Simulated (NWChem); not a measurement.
Species: SnNH4Cl; SMILES [SnH2]([Cl])[NH2]

```xyz
7

Sn    -0.3133     0.3585     0.0000
N      1.3219     1.5529     0.0000
Cl     0.2895    -1.9373     0.0000
H     -1.1678     0.6247    -1.4523
H     -1.1678     0.6247     1.4523
H      1.9123     1.4435    -0.8225
H      1.9123     1.4435     0.8225
```
Atoms are numbered in this order, from 1.

All runs: NWChem. The geometry was optimised at PBE0/def2-SVP. def2 effective core potentials on Sn; no spin-orbit coupling.

For level B3LYP/def2-SVP:

```
Property                     Value
---------------------------  -----
highest occupied level (eV)  -7.24
orbital gap (eV)              6.56
```

**Question.** Estimate the same quantities for level BHandHLYP/def2-SVP.

**Answer.** 
| Item | Result |
|---|---|
| highest occupied level (eV) | -8.87 |
| orbital gap (eV) | 9.44 |
